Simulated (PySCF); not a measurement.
Cl2FGeHO, SMILES [OH][Ge]([F])([Cl])[Cl].

Coordinates come from a B3LYP-D3(BJ)/def2-SVP optimisation. The structure was generated by enumeration, and PubChem lists no compound with its InChIKey, so it may never have been made. The values are those of a single conformer.

Level of theory: B3LYP-D3(BJ)/def2-SVP in PySCF.

Frequencies are harmonic and unscaled.

```
mode  ν (cm⁻¹)  IR (km/mol)  Raman (Å⁴/amu)  depolarisation   moving atoms (share of kinetic energy)
----  --------  -----------  --------------  --------------  ---------------------------------------
1          100         56.0             2.8            0.75                  H 58 %, Cl 23 %, F 12 %
2          145          8.5             2.0            0.69  Cl 58 %, H 12 %, Ge 11 %, O 10 %, F 9 %
3          187         12.6             0.8            0.75          F 27 %, H 24 %, Cl 22 %, O 20 %
4          198         22.0             1.7            0.75         Cl 28 %, Ge 27 %, F 24 %, O 19 %
5          233         32.2             2.5            0.75         O 29 %, F 29 %, Cl 20 %, Ge 15 %
6          252         55.0             2.1            0.60          O 45 %, F 32 %, Ge 11 %, Cl 9 %
7          419         29.7            12.8            0.08                         Cl 76 %, Ge 19 %
8          467         95.2             2.9            0.67                         Cl 58 %, Ge 41 %
9          722         75.9             8.1            0.03                  F 61 %, O 22 %, Ge 17 %
10         757        105.5             4.6            0.38                  O 58 %, Ge 23 %, F 18 %
11         906         89.7             1.6            0.75                                   H 91 %
12        3820        115.8           103.3            0.29                                   H 94 %
```
